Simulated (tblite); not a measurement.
C2F5O3S (charge -1).
SMILES: `S(C(F)(F)C(F)(F)F)([O-])(=O)=O`

Computed values, GFN2-xTB/tblite, gas phase, harmonic and unscaled. Errors from tens to a few hundred cm⁻¹ against measured bands are possible.

Harmonic wavenumbers (cm⁻¹): 51.3, 60.4, 106.5, 122.1, 179.3, 208.6, 262.7, 275.8, 285.7, 345.5, 405.0, 469.9, 485.4, 490.1, 537.2, 541.1, 561.2, 682.4, 889.4, 1003.8, 1027.7, 1079.9, 1118.5, 1126.5, 1224.4, 1228.1, 1243.1.

A = 1574, B = 886.2, C = 817.5 MHz; mass 198.949 u (most abundant isotopes); point group C1, symmetry number 1.

Problem. Zero-point energy?

Solution. Half the sum of the wavenumbers: 8006 cm⁻¹ = 22.89 kcal/mol.

Problem. Entropy at 273.15 K, 1 bar (ideal gas, RRHO, classical rotation)?

Solution. Translation 41.36, rotation 29.76, vibration 28.95: S = 100.1 cal/(mol K).

Problem. And Cp and H(273.15 K) − H(0)?

Solution. Cp = 36.69 cal/(mol K), of which vibrations give 28.74 (their classical limit is 27 R = 53.7); H(273.15 K) − H(0) = 6.38 kcal/mol without the zero-point energy, 4.21 from vibrations.

Problem. How do the functions run with temperature in this model?

Solution. 
```
 T (K)  S (cal/(mol K))  Cp (cal/(mol K))  H − H(0) (kcal/mol)  G − H(0) (kcal/mol)  ln q(vib)
    50             60.9              13.5                 0.51                -2.54       0.54
   100             72.3              19.9                 1.35                -5.88       1.83
298.15            103.4              38.5                 7.32               -23.50       7.52
373.15            112.5              43.0                10.38               -31.60       9.58
   500            125.9              48.6                16.22               -46.75      12.84
   750            147.0              54.6                29.23               -80.99      18.51
  1000            163.1              57.4                43.27              -119.83      23.32
```

q(vib) and H(0) count from the zero-point level.

Problem. Blend soft modes into free rotors: weight 1/[1 + (100 cm⁻¹/ν̃)⁴] for the oscillator and the rest for a rotor with moment μB/(μ + B), μ = h/(8π²ν), B = 10⁻⁴⁴ kg m². What vibrational entropy results?

Solution. 26.72 cal/(mol K) in place of 28.95, which changes −T·S at 273.15 K by +0.61 kcal/mol.

Problem. Which modes carry the vibrational entropy at 273.15 K?

Solution. 51.3 cm⁻¹: 4.59; 60.4 cm⁻¹: 4.27; 106.5 cm⁻¹: 3.16; 122.1 cm⁻¹: 2.90; 179.3 cm⁻¹: 2.17; 208.6 cm⁻¹: 1.90 cal/(mol K); the other 21 give 9.96 together.

Problem. What must be added to the electronic energy to get the Gibbs energy at 273.15 K and 1 bar?

Solution. ZPE + [H(273.15 K) − H(0)] − T·S = 22.89 + 6.38 − 27.33 = 1.94 kcal/mol.

Hindered rotation and anharmonicity are outside this model. The structure is chiral; the term R ln 2 for an equal mix with its mirror image is left out.

Conformer computed: `[O:1]=[S:2](=[O:3])([O-:4])[C:5]([F:6])([F:7])[C:8]([F:9])([F:10])[F:11]`: O1–S2–C5–F6 166°, S2–C5–C8–F9 50°.
